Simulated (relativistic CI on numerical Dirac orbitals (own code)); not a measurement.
**V+ (3d4) in a crystal field**

Calculated by Dirac-Coulomb-Breit CI, orbitals from a KLI potential per configuration, model QED (radiative potential, 1s self-energy scaled to tabulated hydrogen-like ionisation energies), valence Slater integrals scaled by 0.75, one configuration in a parametric crystal field (own radial code).

Field parameters in Wybourne normalisation: D3d B²₀ = −7Dσ, B⁴₀ = −14Dq − 21Dτ, B⁴₃ = −14√(10/7) Dq. The field is a parameter set, without covalency.

S is read from ⟨S²⟩ = S(S + 1).

Powder χT (cm³ K mol⁻¹) by Van Vleck's formula, with temperature-independent terms:

```csv
Field,2 K,5 K,10 K,20 K,50 K,100 K,200 K,300 K
"D3d, 10Dq = 11350, Dσ = -1200, Dτ = 40 cm⁻¹",2.17,2.34,2.52,2.71,2.88,2.94,2.97,2.99
"D3d, 10Dq = 11350, Dσ = 1200, Dτ = 40 cm⁻¹",1.16,1.84,2.16,2.45,2.7,2.79,2.8,2.78
"D3d, 10Dq = 11350, Dσ = 980, Dτ = 40 cm⁻¹",1.48,2.07,2.46,2.71,2.88,2.93,2.95,2.94
"D3d, 10Dq = 11350, Dσ = 760, Dτ = 40 cm⁻¹",1.71,2.26,2.6,2.8,2.92,2.95,2.98,2.98
"D3d, 10Dq = 11350, Dσ = 550, Dτ = 40 cm⁻¹",1.75,2.41,2.72,2.87,2.95,2.97,2.98,2.99
"D3d, 10Dq = 11350, Dσ = 330, Dτ = 40 cm⁻¹",1.67,2.51,2.8,2.92,2.96,2.97,2.99,3
"D3d, 10Dq = 11350, Dσ = 110, Dτ = 40 cm⁻¹",1.64,2.54,2.84,2.93,2.97,2.98,2.99,3
"D3d, 10Dq = 11350, Dσ = -110, Dτ = 40 cm⁻¹",1.79,2.55,2.82,2.93,2.97,2.98,2.99,3
```

(1) For D3d, 10Dq = 11350, Dσ = 760, Dτ = 40 cm⁻¹: what effective moment follows at 300 K?

Answers

(1) μ_eff = √(8χT) = 4.88 μB. The ground level has S = 1.99; the spin-only moment for S = 2 is 4.90 μB. The difference comes from the orbital moment, spin-orbit mixing of terms and temperature-independent paramagnetism, all larger in this ionic model than in covalent complexes.
